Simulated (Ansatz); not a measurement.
Ansatz (a first-principles code) input (SVWN5/def2-TZVP):

Ansatz 0.2 input:
```yaml
crystal:
  periodic: [false, false, false]
  atoms:
    - {symbol: Sb, position_ang: [0.28375404, 0.11655380, 0.10060683]}
    - {symbol: F, position_ang: [-0.91931721, 0.71699329, -1.17294688]}
    - {symbol: F, position_ang: [-0.68862232, -1.37746481, 0.60284152]}
basis:
  gaussian:
    orbitals: def2-TZVP
hamiltonian:
  xc: {name: SVWN5}
total_charge: 1
relax: {f_tol: 0.003, max_steps: 100}
```

End of the output:

```
mean field -11922.52895810 eV, -438.1448578300 hartree, gradient 7.0e-6 eV, S^2 0.000000; 0 other end points of the search recorded, 0 dependent functions left out
the calculation of the forces begins
reference -11922.52898111 eV, -438.1448586754 hartree; 20, 20 occupied and 92, 92 virtual orbitals, 695 factors
relax step   3: F+E_penalty+E_count = -11922.52895810 eV  Δ(F+E_penalty+E_count) = -6.442e-5 eV  max|allowed force component| = 3.023e-4 eV/Å  Δτ_max = 0.0020 Å  (34 SCF iters, accepted)
integrals: 0.03 GiB planned
695 factors; their error is unknown
mean field: 0.25 GiB planned
mean field -11922.52895810 eV, -438.1448578300 hartree, gradient 7.0e-6 eV, S^2 0.000000; 1 other end points of the search recorded, 0 dependent functions left out
the calculation of the forces begins
reference -11922.52898111 eV, -438.1448586754 hartree; 20, 20 occupied and 92, 92 virtual orbitals, 695 factors
Total energy: -11922.52898111 eV, -438.1448586754 hartree
Atom 0 at     0.282259     0.115940     0.100077 Å, force    -0.000039    -0.000016    -0.000014 eV/Å
Atom 1 at    -0.917728     0.709659    -1.166203 Å, force    -0.000013     0.000302    -0.000243 eV/Å
Atom 2 at    -0.688716    -1.369517     0.596628 Å, force     0.000052    -0.000286     0.000256 eV/Å
Dipole moment:     0.639569     0.262707     0.226763 e Å
```

It need not be the lowest isomer of its formula.
